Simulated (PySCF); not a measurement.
C4H13NSi, SMILES CCN[C@H](C)[SiH3]. Coordinates come from a B3LYP-D3(BJ)/def2-SVP optimisation. The structure was generated by enumeration; whether it is a known compound was not checked. Other conformers were not sampled.

Q: Give the equilibrium geometry at B3LYP-D3(BJ)/def2-SVP (PySCF confirms it by a frequency run) as bond lengths and angles. (Estimate from the structure and the level; the computed values follow.)

A: This is not unique; one that fits is 
Atoms: C1 C2 N3 C4 C5 Si6 H7 H8 H9 H10 H11 H12 H13 H14 H15 H16 H17 H18 H19. Bond lengths (Å): C1–C2 1.524, C1–H7 1.101, C1–H8 1.101, C1–H9 1.104, C2–N3 1.456, C2–H10 1.103, C2–H11 1.112, N3–C4 1.465, N3–H12 1.020, C4–C5 1.539, C4–Si6 1.912, C4–H13 1.106, C5–H14 1.102, C5–H15 1.102, C5–H16 1.104, Si6–H17 1.493, Si6–H18 1.495, Si6–H19 1.490. Bond angles (°): C2–C1–H7 111.2, C2–C1–H8 110.5, C2–C1–H9 111.0, H7–C1–H8 108.9, H7–C1–H9 107.5, H8–C1–H9 107.7, C1–C2–N3 110.7, C1–C2–H10 109.4, C1–C2–H11 109.2, N3–C2–H10 108.2, N3–C2–H11 113.5, H10–C2–H11 105.7, C2–N3–C4 117.4, C2–N3–H12 109.3, C4–N3–H12 109.9, N3–C4–C5 115.9, N3–C4–Si6 109.9, N3–C4–H13 105.8, C5–C4–Si6 113.7, C5–C4–H13 107.6, Si6–C4–H13 102.7, C4–C5–H14 111.1, C4–C5–H15 112.1, C4–C5–H16 110.7, H14–C5–H15 107.4, H14–C5–H16 107.8, H15–C5–H16 107.5, C4–Si6–H17 112.1, C4–Si6–H18 109.4, C4–Si6–H19 110.0, H17–Si6–H18 107.5, H17–Si6–H19 108.9, H18–Si6–H19 109.0.
